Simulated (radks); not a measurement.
The table gives one normalised radial function P(r) = r R(r) (large component) of Si in [Ne] 3s1 3p(1/2: 2, 3/2: 1) (r in bohr). Calculated with a radial shooting solver on a logarithmic mesh with Libxc functionals: Dirac Kohn-Sham, PBE, spin-unpolarised, spherical densities, finite nucleus; Fermi nuclear charge, rms radius 3.1224 fm.

r           P
0.00458    0.1178
0.005206   0.1326
0.005916   0.1491
0.006671   0.1662
0.007582   0.1863
0.008548   0.2070
0.009715   0.2312
0.01104    0.2576
0.01245    0.2844
0.01415    0.3151
0.01608    0.3479
0.01813    0.3803
0.02061    0.4162
0.02342    0.4532
0.02641    0.4880
0.03002    0.5243
0.03384    0.5566
0.03846    0.5874
0.04372    0.6127
0.04929    0.6292
0.05602    0.6366
0.06367    0.6304
0.07179    0.6094
0.08159    0.5676
0.09273    0.5027
0.1046     0.4186
0.1188     0.3023
0.134      0.1680
0.1523    -0.0008
0.1731    -0.1925
0.1951    -0.3875
0.2218    -0.6034
0.2521    -0.8162
0.2842    -1.0011
0.323     -1.1693
0.3642    -1.2880
0.4139    -1.3625
0.4705    -1.3767
0.5304    -1.3344
0.6029    -1.2347
0.6852    -1.0894
0.7726    -0.9256
0.8781    -0.7386
0.998     -0.5561
1.125     -0.4023
1.279     -0.2663
1.442     -0.1691
1.639     -0.0962
1.863     -0.0499
2.1       -0.0245
2.387     -0.0102
2.713     -0.0037
3.059     -0.0013
3.476     -0.0003
3.951     -0.0001
4.455     0.0000
5.063     0.0000
5.709     0.0000
6.488     0.0000
7.374     0.0000
8.314     0.0000
9.449     0.0000

Which n and l does it have? It may be an empty orbital.

Answer. n = 2, l = 0: the number of nodes gives n - l - 1 = 1, the rise at small r points to l (this Dirac orbital starts outside the nucleus as r^gamma with gamma = sqrt((l + 1)^2 - (Z/c)^2) = 0.99; the j = 1/2 orbital of l + 1 starts with the same power, but with a smaller coefficient, and then steepens), and the extent must fit the shell. The curve is that of 2s1/2. 2s1/2: eigenvalue -141.12 eV, 1 radial node at r = 0.152 bohr, <r> = 0.568 bohr, 90 % of the charge inside 0.895 bohr.
